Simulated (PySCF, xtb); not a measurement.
hexafluorodisilane (F₆Si₂), SMILES F[Si](F)(F)[Si](F)(F)F.

GFN2-xTB (xtb) at its own geometry gives an orbital gap of 6.26 eV and a dipole moment of 0.00 D.

Coordinates come from a PBE0-D3(BJ)/def2-SVP optimisation. The values are those of a single conformer.

### Question
What does r2SCAN/def2-TZVP (PySCF) give? (An estimate is asked for; the answer gives what the named calculation found.)

### Answer
gap 7.70 eV (levels -9.39 and -1.68 eV), dipole 0.00 D.
